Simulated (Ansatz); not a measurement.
Start from `[CH3][Zn][CH2]Cl` and change one atom or group to get `[CH3][Zn][CH2][AlH2]`.

Ansatz, PBE0-D4/def2-TZVP geometries, multiplicity 1. Each molecule was computed in one conformer, which needn't be the lowest.

Scalar relativity is left out up to krypton.

```json
{"property": "LUMO energy (ωB97M-V/def2-TZVPP) / eV", "`[CH3][Zn][CH2]Cl`": "0.96"}
{"property": "LUMO energy (PBE0/def2-TZVPP) / eV", "`[CH3][Zn][CH2]Cl`": "-0.39"}
{"property": "HOMO–LUMO gap (ωB97M-V/def2-TZVPP) / eV", "`[CH3][Zn][CH2]Cl`": "10.20"}
{"property": "HOMO energy (PBE0/def2-TZVPP) / eV", "`[CH3][Zn][CH2]Cl`": "-7.05"}
{"property": "size of the dipole moment (B3LYP/def2-TZVPP) / D", "`[CH3][Zn][CH2]Cl`": "2.11"}
{"property": "size of the dipole moment (ωB97M-V/def2-TZVPP) / D", "`[CH3][Zn][CH2]Cl`": "2.14"}
```

Q: Give the same properties after the change, and the shifts. (An estimate is asked.)

A: The calculation gave: 
| property | `[CH3][Zn][CH2][AlH2]` | shift |
| --- | --- | --- |
| LUMO energy (ωB97M-V/def2-TZVPP) / eV | 0.33 | -0.63 |
| LUMO energy (PBE0/def2-TZVPP) / eV | -1.21 | -0.82 |
| HOMO–LUMO gap (ωB97M-V/def2-TZVPP) / eV | 9.62 | -0.58 |
| HOMO energy (PBE0/def2-TZVPP) / eV | -7.16 | -0.11 |
| size of the dipole moment (B3LYP/def2-TZVPP) / D | 1.38 | -0.73 |
| size of the dipole moment (ωB97M-V/def2-TZVPP) / D | 1.37 | -0.77 |

With PBE0 the HOMO falls by 0.11 eV and the LUMO falls by 0.82 eV, so the gap narrows by about 0.71 eV. PBE moves the HOMO by -0.23 eV and ωB97M-V by -0.05 eV. Dipoles are sizes alone; their direction can turn.

B3LYP here is the variant with VWN-RPA as its local correlation; programs differ in this.
